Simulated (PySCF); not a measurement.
C₄H₇ClSi, SMILES [SiH2](C)C=C=CCl. The structure is a stationary point at B3LYP-D3(BJ)/def2-SVP. The structure was generated by enumeration; whether it is a known compound was not checked. The values are those of a single conformer.

Computed equilibrium geometry at B3LYP-D3(BJ)/def2-SVP (PySCF confirms it by a frequency run) as Cartesian coordinates in Å (one conformer of several):
```xyz
13

C     -2.7008     0.9458     1.3078
Si    -1.6525    -0.6168     1.2272
C     -0.8727    -0.7892    -0.4824
C      0.4184    -0.6881    -0.6803
C      1.7158    -0.5808    -0.8215
Cl     2.5127     0.9578    -1.0983
H     -3.1736     1.0488     2.2978
H     -2.0804     1.8373     1.1259
H     -3.4997     0.9228     0.5494
H     -0.5538    -0.5798     2.2324
H     -2.5111    -1.8135     1.4800
H     -1.5251    -0.9549    -1.3536
H      2.3980    -1.4336    -0.7829
```
Charge 0, spin multiplicity 1.
